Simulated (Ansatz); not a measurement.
`[F][Hf]([F])([Cl])[Cl]` + NH₃ → `[NH2][Hf]([F])([Cl])[Cl]` + H–F at 600 K and 1 bar (ligand exchange at the Hf–F bond).

Calculated with Ansatz (gas phase, PBE0-D4/def2-TZVP geometries, no zero-point term in ΔE). CBS: MP2 limit from def2 TZ/QZ plus the TZ coupled-cluster correction, frozen cores. This one scheme is used for every species. def2 core potentials past Kr. For Hf outer-core shells are correlated without core-valence functions, which leaves a few kJ/mol of doubt a bond. One conformer a species, not always the lowest.

```tsv
species	CCSD(T)/CBS energy (Eh)	H − E (kJ/mol)	S (J/(mol·K))
`[F][Hf]([F])([Cl])[Cl]`	-1167.36631	67.8	436.2
NH₃	-56.50880	112.4	219.5
`[NH2][Hf]([F])([Cl])[Cl]`	-1123.44141	136.8	478.1
H–F	-100.39570	42.3	194.0
```

H − E and S are ideal-gas, rigid-rotor, harmonic terms from PBE0-D4/def2-TZVP, for one conformer and one mirror image of each species. 1 Eh = 2625.50 kJ/mol, R = 8.31446 J/(mol·K).

Problem. By hand: ΔE, ΔH, ΔS and ΔG.

Solution. ΔE = (-1123.44141) + (-100.39570) − (-1167.36631) − (-56.50880) = 0.03800 Eh = 99.8 kJ/mol. Δ(H − E) = 136.8 + 42.3 − 67.8 − 112.4 = -1.1, so ΔH = 98.7 kJ/mol. ΔS = 478.1 + 194.0 − 436.2 − 219.5 = 16.4 J/(mol·K). ΔG = 98.7 − 600 × (16.4)/1000 = 88.9 kJ/mol.

Problem. By hand: the equilibrium constant, and the temperature at which ΔG would vanish if ΔH and ΔS stayed fixed.

Solution. log₁₀ K = −ΔG/(RT ln 10) = -7.7. ΔG = 0 at ΔH/ΔS = 6018 K, far beyond where these terms or the molecules hold.

ΔH outweighs TΔS. A doubt of 5 kJ/mol in ΔE shifts log₁₀ K by 0.4 here. Other conformers and mirror images would add mixing entropy, several J/(mol·K) or more a flexible species. These are equilibria of isolated gas molecules and say nothing of rates. Largest T1 diagnostic: 0.015 (customary marks: 0.02 for closed shells, 0.045 for open ones).
